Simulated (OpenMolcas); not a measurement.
How methods differ on BGeH5 (SMILES [BH2][GeH3])

BGeH5: 7 atoms, total charge 0, spin state singlet. As SMILES, `[BH2][GeH3]`. The coordinates come from a PBE0-D4/def2-TZVP relaxation.

Quantity: the vertical energy of the triplet above the singlet, in eV. The values are calculated.

```json
{"level": "SVWN5/aug-cc-pVDZ", "kind": "LDA", "program": "OpenMolcas", "value (eV)": "3.37", "CPU time (all runs)": "86 s"}
{"level": "BLYP/aug-cc-pVDZ", "kind": "GGA", "program": "OpenMolcas", "value (eV)": "3.43", "CPU time (all runs)": "2.2 min"}
{"level": "PBE/aug-cc-pVDZ", "kind": "GGA", "program": "OpenMolcas", "value (eV)": "3.28", "CPU time (all runs)": "2 min"}
{"level": "M06-L/aug-cc-pVDZ", "kind": "meta-GGA", "program": "OpenMolcas", "value (eV)": "3.35", "CPU time (all runs)": "3.1 min"}
{"level": "TPSS/aug-cc-pVDZ", "kind": "meta-GGA", "program": "OpenMolcas", "value (eV)": "3.35", "CPU time (all runs)": "3.1 min"}
{"level": "BHLYP/aug-cc-pVDZ", "kind": "global hybrid", "program": "OpenMolcas", "value (eV)": "?", "CPU time (all runs)": "1.9 min"}
{"level": "M06-2X/aug-cc-pVDZ", "kind": "hybrid meta-GGA", "program": "OpenMolcas", "value (eV)": "3.48", "CPU time (all runs)": "3.1 min"}
{"level": "PBE0/aug-cc-pVDZ", "kind": "global hybrid", "program": "OpenMolcas", "value (eV)": "?", "CPU time (all runs)": "2.1 min"}
```

Estimate the missing values from the other rows.

As computed at these levels: BHLYP/aug-cc-pVDZ: 3.68 eV; PBE0/aug-cc-pVDZ: 3.41 eV. All-electron rows without a relativistic Hamiltonian named are non-relativistic. The values span 3.28 to 3.68 eV. Times are those of the runs behind each value, whatever else they computed, on shared processors of several kinds: orders of magnitude only.
